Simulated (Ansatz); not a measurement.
Mulliken charges of C2H6SSi (`C[Si]SC`) from PBE/def2-TZVPP in Ansatz (PBE0-D4/def2-TZVP geometry).

```
atom   x (Å)   y (Å)   z (Å)  charge (e)
  C1   0.369  -0.081  -2.244      -0.347
 Si2  -0.522   0.679  -0.744       0.085
  S3   0.400  -0.524   0.722      -0.142
  C4  -0.344   0.054   2.269      -0.237
  H5   1.111  -0.852  -2.031       0.095
  H6   0.849   0.727  -2.808       0.100
  H7  -0.393  -0.501  -2.913       0.100
  H8   0.443   0.421   2.927       0.118
  H9  -0.856  -0.778   2.751       0.118
 H10  -1.057   0.856   2.070       0.110
```

Question: By hand: the dipole of these point charges (1 e Å = 4.8032 D).

Answer: Σ q r = (-0.162, 0.141, 0.208) e Å, of length 0.299 e Å = 1.44 D.

Question: How does the dipole of the full density compare? (Best estimate.)

Answer: The calculation gave: (-0.007, -0.011, 0.106) e Å, 0.51 D; the point charges give 2.82 times that, at 47° from its direction.

Point charges leave out the atoms' own dipoles, such as those of lone pairs, and Mulliken's split depends on the basis, so the two needn't agree.
